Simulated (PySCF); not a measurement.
Compound: C2H6PSi2 (doublet state).
Structure used (PBE0-D3(BJ)/def2-SVP), in Å, numbered top down from 1:
```
atom  x, y, z in Å
C1     2.637    0.624    1.055
C2     1.890   -0.240    0.622
Si3    0.690   -1.510    0.114
P4    -0.779   -0.583   -1.319
Si5   -1.691    0.888    0.149
H6     3.299    1.385    1.429
H7     1.407   -2.668   -0.506
H8    -1.783   -1.587   -1.152
H9    -0.665    1.934    0.423
H10   -2.117    0.250    1.431
H11   -2.877    1.511   -0.511
```

The hyperfine couplings belong to this conformer and change with its torsions.

Identity: `C#C[SiH]P[SiH3]` [radical].

Computed with UKS B3LYP, IGLO-III on C P Si, pcH-1 on H, non-relativistic, mean-field spin-orbit, GIAO (PySCF 2.14.0). One conformer (not necessarily the lowest) at the PBE0-D3(BJ)/def2-SVP geometry, without solvent, vibrations or thermal averaging. Stability of the SCF solution: not tested.

(1) Where do the isotropic ENDOR lines of C1, C2, H7, H8, H6, H9/H10/H11, Si3, Si5 and P4 fall at 1217.0 mT, to first order?

(2) Which pairs are centred on the nuclear Larmor frequency, and which on half the coupling?

(3) At what field would the lower line of H6 fall to zero frequency?

## Answers

(1) For S = 1/2 in fast tumbling each set of equivalent nuclei gives two lines, ν± = |νn ± a/2| to first order, with νn = g_N μN B/h and μN/h = 7.62259 MHz/T.

```
    nuclei  isotope      g_N  νn (MHz)  a_iso (MHz)  lower line (MHz)  upper line (MHz)
        C1      13C   1.4048     13.03        16.54              4.76             21.30
        C2      13C   1.4048     13.03        11.53              7.27             18.80
        H7       1H   5.5857     51.82        67.60             18.02             85.62
        H8       1H   5.5857     51.82        19.49             42.07             61.56
        H6       1H   5.5857     51.82       -13.08             45.28             58.36
H9/H10/H11       1H   5.5857     51.82        -0.70             51.47             52.17
       Si3     29Si  -1.1106     10.30      -510.22            244.81            265.41
       Si5     29Si  -1.1106     10.30       -22.48              0.94             21.54
        P4      31P   2.2632     21.00         5.44             18.27             23.72
```

The rows for 13C and 29Si, of low natural abundance, apply to labelled samples.

(2) Centred on νn, since |a| < 2νn: C1, C2, H7, H8, H6, H9/H10/H11 and P4. Centred on |a|/2 and split by 2νn: Si3 and Si5.

(3) Where νn = |a|/2, that is B = 6.54 MHz/(5.5857 × 7.62259 MHz/T) = 154 mT, as far as first order holds there.

Nuclei that the bonding pattern makes equivalent are averaged, as if the motion that swaps them (rotation, inversion, ring flip) were fast.

Time: 73 s. Hardware: one thread of an Arm Neoverse V1, no GPU, shared host.
